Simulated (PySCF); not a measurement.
**Ionisation energy of Cr²⁺ by level of theory**

Cr²⁺ [Ar] 3d4 (5D) → Cr³⁺ [Ar] 3d3 (4F), as a difference of total energies. All numbers are calculated (PySCF 2.14, no relativity, point nucleus, in aug-cc-pVTZ with one added diffuse shell each of s, p, d, f, g type (9s8p6d4f3g, 118 functions)). Correlated levels: valence: [Ar] frozen. The calculations carry no spin-orbit coupling.

```
           method  ionisation energy (eV)
              UHF                  29.880
              LDA                  32.105
              PBE                  31.680
             PBE0                  31.483
           r2SCAN                  31.242
             TPSS                  31.324
            wB97X                  31.096
            TPSSh                  31.280
    MP2 (valence)                  30.529
SCS-MP2 (valence)                  30.097
```

How much does correlation contribute at MP2 (valence)?

30.529 − (29.880) = 0.649 eV, measured against UHF.

A first-order spin-orbit estimate (lowest level to lowest level, LS coupling) adds -0.027 eV.

These non-relativistic numbers lack the scalar-relativistic shift.

Errors of the correlated levels include the incompleteness of this basis and the frozen core.

For comparison: 30.959 ± 0.025 eV (measured; NIST Atomic Spectra Database, ionization energies).
